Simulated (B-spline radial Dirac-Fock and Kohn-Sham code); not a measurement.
Scattering functions of Hg²⁸⁺

System: mercury as Hg²⁸⁺, configuration [Kr] 4d10 4f6.

These are calculated numbers from a radial B-spline solver; the model is configuration-average Dirac-Fock orbitals. f₀ is the Fourier transform of the spherical electron density, S the Waller-Hartree incoherent function, and s = sin θ/λ. The electron scattering factor follows from the Mott-Bethe formula f_e = 0.023934 Å⁻¹·(Z − f₀)/s².

| s (Å⁻¹) | f₀ | S | f_e (Å) |
| --- | --- | --- | --- |
| 0 | 52.000 | 0.000 | – |
| 0.05 | 51.904 | 0.072 | 268.975 |
| 0.1 | 51.620 | 0.286 | 67.926 |
| 0.15 | 51.150 | 0.637 | 30.689 |
| 0.2 | 50.504 | 1.117 | 17.649 |
| 0.25 | 49.692 | 1.713 | 11.606 |
| 0.3 | 48.727 | 2.414 | 8.317 |
| 0.35 | 47.624 | 3.203 | 6.326 |
| 0.4 | 46.401 | 4.066 | 5.026 |
| 0.45 | 45.075 | 4.986 | 4.128 |
| 0.5 | 43.666 | 5.949 | 3.479 |
| 0.6 | 40.673 | 7.947 | 2.615 |
| 0.7 | 37.571 | 9.967 | 2.072 |
| 0.8 | 34.493 | 11.944 | 1.702 |
| 0.9 | 31.550 | 13.839 | 1.432 |
| 1 | 28.823 | 15.636 | 1.225 |
| 1.1 | 26.364 | 17.336 | 1.061 |
| 1.2 | 24.198 | 18.944 | 0.927 |
| 1.4 | 20.729 | 21.918 | 0.724 |
| 1.6 | 18.250 | 24.610 | 0.577 |
| 1.8 | 16.477 | 27.037 | 0.469 |
| 2 | 15.132 | 29.200 | 0.388 |
| 2.5 | 12.484 | 33.527 | 0.259 |
| 3 | 10.116 | 36.658 | 0.186 |
| 3.5 | 8.114 | 39.030 | 0.140 |
| 4 | 6.658 | 40.916 | 0.110 |
| 5 | 5.086 | 43.749 | 0.072 |
| 6 | 4.301 | 45.755 | 0.050 |

f₀ starts at the number of electrons, 52, and has fallen to half at s ≈ 1.12 Å⁻¹. The sum of ⟨r²⟩ over the electrons is 5.191 bohr². For an ion f_e diverges as s goes to zero, because of the net charge.
